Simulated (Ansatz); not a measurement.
Start from `[NH2][SnH]([OH])[SiH2]F` and change one atom or group to get `[NH2][SnH]([OH])[F]`.

Ansatz, PBE0-D4/def2-TZVP geometries, multiplicity 1. Each molecule was computed in one conformer, which needn't be the lowest.

Elements past krypton have def2 core potentials.

```json
{"property": "LUMO energy (B3LYP/def2-TZVPP) / eV", "`[NH2][SnH]([OH])[SiH2]F`": "-1.29"}
{"property": "HOMO–LUMO gap (ωB97M-V/def2-TZVPP) / eV", "`[NH2][SnH]([OH])[SiH2]F`": "10.09"}
{"property": "HOMO–LUMO gap (PBE0/def2-TZVPP) / eV", "`[NH2][SnH]([OH])[SiH2]F`": "6.25"}
{"property": "HOMO energy (PBE0/def2-TZVPP) / eV", "`[NH2][SnH]([OH])[SiH2]F`": "-7.33"}
{"property": "HOMO energy (PBE/def2-TZVPP) / eV", "`[NH2][SnH]([OH])[SiH2]F`": "-6.01"}
{"property": "LUMO energy (ωB97M-V/def2-TZVPP) / eV", "`[NH2][SnH]([OH])[SiH2]F`": "0.56"}
```

Problem. Give the same properties after the change, and the shifts. (Best estimate.)

Solution. The calculation gave: 
| property | `[NH2][SnH]([OH])[F]` | shift |
| --- | --- | --- |
| LUMO energy (B3LYP/def2-TZVPP) / eV | -1.17 | 0.12 |
| HOMO–LUMO gap (ωB97M-V/def2-TZVPP) / eV | 11.51 | 1.42 |
| HOMO–LUMO gap (PBE0/def2-TZVPP) / eV | 7.25 | 1.00 |
| HOMO energy (PBE0/def2-TZVPP) / eV | -8.05 | -0.72 |
| HOMO energy (PBE/def2-TZVPP) / eV | -6.55 | -0.54 |
| LUMO energy (ωB97M-V/def2-TZVPP) / eV | 1.06 | 0.50 |

With PBE0 the HOMO falls by 0.72 eV and the LUMO rises by 0.28 eV, so the gap widens by about 1.00 eV. PBE moves the HOMO by -0.54 eV and ωB97M-V by -0.92 eV.

B3LYP here is the variant with VWN-RPA as its local correlation; programs differ in this.
